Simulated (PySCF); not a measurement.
GeH₃, optimised at PBE/def2-SVP:

```xyz
4

Ge    -0.0114    -0.0031    -0.0149
H     -0.0364     0.6186    -1.4407
H     -0.0472    -1.5566    -0.0891
H      1.2357     0.4833     0.7779
```

Energies from PySCF (xtb for GFN2), thermal terms from the rigid-rotor harmonic-oscillator model, ideal gas at 1 bar. 6-31G* has spherical d functions here. Open shells (unrestricted): GeH₃ (multiplicity 2). GFN2 has no spin-polarisation term. B3LYP is the form with VWN-RPA correlation. Ge: all electrons, no relativistic terms. GeH₃: computed as isolated molecules; such fragments, hydroxides, amides, oligomers or adducts are transient or little studied in the gas.

### Question
List the harmonic frequencies (cm⁻¹, unscaled) at this level and at the other levels, each on its own geometry.

### Answer
- PBE/def2-SVP: 674, 828, 828, 2020, 2074, 2074
- B3LYP/6-31G*: 711, 851, 851, 2047, 2102, 2102
- GFN2-xTB: 813, 813, 815, 1581, 1787, 1787
- HF/6-31G*: 785, 940, 940, 2211, 2225, 2225
- PBE0/def2-TZVP: 694, 855, 855, 2110, 2151, 2151
